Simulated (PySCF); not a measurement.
## What each rung costs, and what it gives

Saddle point of AlH₃OF₂, closed shell (AlHOF₂ ([OH][Al]([F])[F]) + H₂ → AlHF₂ ([F][AlH][F]) + H₂O (still joined by a long Al–O bond); bonds formed: Al1–H6, O2–H5; bonds broken: H5–H6; bonds weakened to dative contacts: Al1–O2), PBE0-D4/def2-TZVP structure:

| atom | x (Å) | y (Å) | z (Å) |
| --- | --- | --- | --- |
| Al1 | -0.5985 | -0.2074 | -0.3129 |
| O2 | 1.1721 | 0.1416 | -0.1240 |
| F3 | -0.9699 | -1.6296 | -1.0360 |
| F4 | -1.4795 | 1.1425 | -0.6330 |
| H5 | 0.6239 | -0.0702 | 0.9637 |
| H6 | -0.2996 | -0.3937 | 1.3924 |
| H7 | 1.5514 | 1.0169 | -0.2501 |

Barriers are electronic and count from the start structure reached by relaxing down the imaginary mode.

Program: PySCF 2.14 with density fitting (its default auxiliary sets; JK sets also for MP2 and CCSD(T)). Basis: as named in each row. Cores are frozen in the correlated methods. B3LYP uses VWN-RPA correlation. Extrapolation: Hartree–Fock as exp(−7.88 √X), correlation as X^−2.97.

Times are rough, for one single point on 4 threads of a shared host (Arm Neoverse V1).

The estimate by CCSD(T) at an estimated basis limit (MP2 extrapolated from triple and quadruple zeta, plus CCSD(T) − MP2 in triple zeta) is 104.9 kJ/mol.

```tsv
method	basis	time (s)	barrier (kJ/mol)	method less estimate
HF	STO-3G	under 1	119.8	14.8
B3LYP-D4	6-31G	2	93.4	-11.5
PBE0-D4	def2-SVP	3	71.3	-33.6
PBE-D4	def2-SVP	4	60.6	-44.3
MP2	def2-QZVPP	4	105.3	0.4
SPW92	def2-TZVPP	6	53.9	-51.0
PBE0-D4	def2-TZVPP	9	86.7	-18.2
BHLYP-D4	def2-TZVPP	9	107.8	2.9
B3LYP-D4	def2-TZVPP	9	97.6	-7.3
CAM-B3LYP-D4	def2-TZVPP	9	96.6	-8.3
BLYP-D4	def2-TZVPP	9	93.2	-11.7
PBE-D4	def2-TZVPP	9	78.5	-26.4
CCSD(T)	def2-SVP	10	91.4	-13.5
r2SCAN-D4	def2-TZVPP	19	86.5	-18.4
wB97M-V	def2-TZVPP	110	99.4	-5.5
CCSD(T)	def2-TZVPP	260	104.1	-0.9
```

All methods are single points on the PBE0-D4 structures.

No T1 diagnostic of these runs exceeds 0.013.

Labels in which every atom is bracketed show which atoms are joined, not bond orders.
